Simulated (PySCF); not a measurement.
Computed properties of SnH3, SMILES [SnH3+], charge +1

SnH3, SMILES [SnH3+], charge +1. Geometry optimised at PBE0-D3(BJ)/def2-TZVPD. The multiplicity is an assumed one; other spin states were not compared. The isomer is the one that the SMILES or the coordinates give; other isomers of the formula were not compared. The def2 effective core potentials stand for the cores of Sn; spin–orbit coupling is left out. Other conformers were not sampled. All values are computed for the isolated molecule unless a solvent is named; none is compared with measurement here.

**Structure.** The optimised structure has D3h symmetry. All 6 harmonic modes at PBE0-D3(BJ)/def2-TZVPD (PySCF) are real, so it is a minimum.

**Vibrations.** The strongest infrared lines (harmonic, unscaled, degenerate partners summed) lie at 676 cm⁻¹ (103 km/mol, H 99 %), 678 cm⁻¹ (38 km/mol, H 98 %), 2052 cm⁻¹ (11 km/mol, H 99 %). The softest mode is at 676 cm⁻¹ and the zero-point energy is 11.6 kcal/mol.

**Electronic structure.** B3LYP/def2-TZVPD (PySCF) places the frontier levels at -15.92 and -9.76 eV, a gap of 6.16 eV and a mean polarisability of 30.0 bohr³. PBE/def2-TZVPD (PySCF) at the same geometry gives -14.87 and -10.31 eV, so its gap is 1.60 eV narrower. An orbital gap is neither the optical nor the fundamental gap.

**Excitations.** TDA-CAM-B3LYP/def2-TZVPD (PySCF) has S1 at 5.07 eV (245 nm, f = 0.000, dark); the most intense of the 10 singlets computed lies at 11.13 eV (f = 1.67). Strengths of degenerate partners are summed. T1 (TDA) is at 4.52 eV, 0.55 eV under S1. TDA-PBE/def2-TZVPD (PySCF) puts S1 at 4.78 eV. No vertical singlet excitation falls in the visible range (under 3.1 eV).
